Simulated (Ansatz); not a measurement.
Isomers of K2S2⁻ (doublet), relaxed with r2SCAN-D4/def2-TZVPD; total energies from Ansatz at PBE0-D4/def2-TZVPD.

```
isomer                                      description  energy (Eh)
     A  point group C2v; 4 × K–S 2.94 Å; 1 × S–S 2.16 Å  -1995.76315
     B                  point group D2h; 4 × K–S 2.95 Å  -1995.73924
```

A: The highest occupied level of the charge -1 doublet lies above zero (up to 0.31 eV). By energy differences its removal costs 0.50 eV (vertical, to the charge 0 singlet, at PBE0-D4/def2-TZVPD); a positive level beside a positive removal energy at the same level points to self-interaction error.

The isomers come from a short search, and lower ones may exist.

Problem. Work out the relative energies (1 Eh = 2625.5 kJ/mol) and the Boltzmann populations at 800 K from electronic energies alone (R = 8.314 J/mol/K).

Solution. ΔE: A 0.0, B 62.8 kJ/mol. RT = 6.65 kJ/mol. Factors exp(−ΔE/RT): A 1, B 7.92e-05; sum 1.000. Populations: A 100.0 %, B 0.0 %. Zero-point energy, vibrational entropy and symmetry numbers are left out and can shift these; an error of 4 kJ/mol changes a ratio by a factor of 1.8. Over the other density-functional and correlated levels in def2 sets, the gap between A and B ranges from 31 to 52 kJ/mol.
